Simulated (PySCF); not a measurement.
PySCF input file for HO4S, SMILES [O]S(=O)(=O)O (connectivity only; charge and spin as stated), charge -1, multiplicity 1, PBE-D3(BJ)/def2-SVPD. Coordinates come from a PBE-D3(BJ)/def2-SVPD optimisation. The multiplicity is an assumed one; other spin states were not compared. The isomer is the one that the SMILES or the coordinates give; other isomers of the formula were not compared. One conformer was computed; it need not be the lowest.

```python
import numpy as np
from pyscf import gto, scf, dft, df
from pyscf.hessian import thermo

mol = gto.M(
    atom='''
    O    -0.40351213   -0.81383195   -1.26100327
    S     0.05545417   -0.15216832    0.00000008
    O     1.49307946    0.30741566    0.00000220
    O    -0.40351586   -0.81383192    1.26100211
    O    -0.79189624    1.37491582   -0.00000118
    H    -0.04050864    1.99735224   -0.00000008
    ''',
    basis='def2-SVPD',
    charge=-1,
    spin=0,
    max_memory=1600,
    verbose=3,
)
mf = dft.RKS(mol, xc='pbe').density_fit(auxbasis='def2-universal-jkfit')
mf.disp = 'd3bj'
mf.grids.level = 3
mf.conv_tol = 1e-11
mf.max_cycle = 100
mf.kernel()

# [left out here: the lines that compute and print the analytic Hessian (its translational invariance restored by hand, since the grid's response is missing), thermochemistry and intensities]
```

Log of the run:

```
converged SCF energy = -698.947181385143

WARN: DFTD3 does not support analytical Hessian, using finite difference


WARN: Mole.unit (angstrom) is changed to Bohr

Mode                                 0                   1                   2
Irrep
Freq [cm^-1]                       91.4803            339.0882            339.1423
Reduced mass [au]                   1.1921              8.1272              5.8825
Force const [Dyne/A]                0.0059              0.5506              0.3986
Char temp [K]                     131.6197            487.8724            487.9503
Normal mode                   x     y     z       x     y     z       x     y     z
       0   O                 0.03 -0.01 -0.01    0.01  0.09 -0.04    0.09 -0.08 -0.01
       1   S                -0.00  0.00  0.01    0.02  0.01 -0.00   -0.00 -0.00 -0.02
       2   O                -0.00 -0.00 -0.02    0.06 -0.13 -0.00   -0.00  0.00 -0.09
       3   O                -0.03  0.01 -0.01    0.01  0.09  0.04   -0.09  0.08 -0.01
       4   O                -0.00 -0.00  0.09   -0.12 -0.07  0.00    0.00  0.00  0.12
       5   H                 0.00  0.00 -0.91   -0.24  0.08  0.00    0.00 -0.00  0.34
Mode                                 3                   4                   5
Irrep
Freq [cm^-1]                      481.8781            487.1062            496.4610
Reduced mass [au]                  15.9201              9.2645             17.7456
Force const [Dyne/A]                2.1781              1.2952              2.5770
Char temp [K]                     693.3153            700.8373            714.2968
Normal mode                   x     y     z       x     y     z       x     y     z
       0   O                 0.10 -0.04 -0.03    0.04  0.07 -0.10   -0.07 -0.08 -0.03
       1   S                -0.05  0.01  0.00   -0.05 -0.05 -0.00    0.00  0.00 -0.08
       2   O                -0.04 -0.09 -0.00   -0.08  0.04  0.00    0.00 -0.00  0.14
       3   O                 0.10 -0.04  0.03    0.04  0.07  0.10    0.07  0.08 -0.03
       4   O                -0.05  0.15 -0.00    0.08 -0.07  0.00   -0.00  0.00  0.07
       5   H                 0.04  0.05  0.00    0.16 -0.17 -0.00   -0.00  0.00 -0.01
Mode                                 6                   7                   8
Irrep
Freq [cm^-1]                      634.7362            947.2849           1037.0531
Reduced mass [au]                  20.2031             12.8072              1.6060
Force const [Dyne/A]                4.7957              6.7712              1.0177
Char temp [K]                     913.2440           1362.9321           1492.0885
Normal mode                   x     y     z       x     y     z       x     y     z
       0   O                -0.04  0.02 -0.05   -0.03 -0.06 -0.10   -0.02 -0.04 -0.07
       1   S                 0.06 -0.11  0.00   -0.04  0.04 -0.00    0.03  0.03 -0.00
       2   O                 0.01  0.06 -0.00    0.16  0.04 -0.00   -0.06 -0.01 -0.00
       3   O                -0.04  0.02  0.05   -0.03 -0.06  0.10   -0.02 -0.04  0.07
       4   O                -0.06  0.12 -0.00   -0.01 -0.00 -0.00    0.06 -0.01  0.00
       5   H                -0.01  0.06 -0.00    0.09 -0.11 -0.00   -0.47  0.61 -0.00
Mode                                 9                  10                  11
Irrep
Freq [cm^-1]                     1171.8330           1187.1451           3706.1135
Reduced mass [au]                  20.5158              3.5631              1.0658
Force const [Dyne/A]               16.5985              2.9586              8.6249
Char temp [K]                    1686.0068           1708.0375           5332.2722
Normal mode                   x     y     z       x     y     z       x     y     z
       0   O                 0.04  0.05  0.11    0.03  0.03  0.05   -0.00 -0.00 -0.00
       1   S                 0.00  0.00 -0.12   -0.09 -0.06 -0.00    0.00  0.00 -0.00
       2   O                -0.00 -0.00  0.01    0.10  0.04  0.00    0.00 -0.00  0.00
       3   O                -0.04 -0.05  0.11    0.03  0.03 -0.05   -0.00 -0.00  0.00
       4   O                -0.00 -0.00  0.01    0.04  0.00  0.00    0.05  0.04  0.00
       5   H                 0.00 -0.00 -0.02   -0.30  0.39 -0.00   -0.73 -0.63 -0.00
temperature 298.1500 [K]
pressure 101325.00 [Pa]
Rotational constants [GHz] 4.96007 4.65555 4.65008
Symmetry number 1
Zero-point energy (ZPE) 0.02488 [Eh]   65312.048 [J/mol]
                           tot       elec      trans        rot        vib
Entropy [J/mol/K]       309.365      0.000    165.808    106.721     36.835
Cv [J/mol/K]             71.596      0.000     12.472     12.472     46.652
Cp [J/mol/K]             79.910      0.000     20.786     12.472     46.652
Internal energy [J/mol]                      3718.434   3718.434  71748.986
Internal energy [Eh]   -698.91702  -698.94718
Enthalpy [J/mol]                             6197.391   3718.434  71748.986
Enthalpy [Eh]          -698.91608
Gibbs free energy [J/mol]                  -43238.391 -28100.569  60766.609
Gibbs free energy [Eh] -698.95121
mode   freq/cm-1   IR/(km/mol)
   1       91.48        58.649
   2      339.09         3.401
   3      339.14         4.431
   4      481.88         8.028
   5      487.11        18.182
   6      496.46        25.085
   7      634.74       248.009
   8      947.28        61.359
   9     1037.05       167.882
  10     1171.83       337.825
  11     1187.15       277.387
  12     3706.11        33.611
max |gradient| / (hartree/bohr): 6.749859841771985e-05
APT charges: [-0.8648  2.2312 -0.8981 -0.8648 -0.8224  0.2189]
```

The run converged.
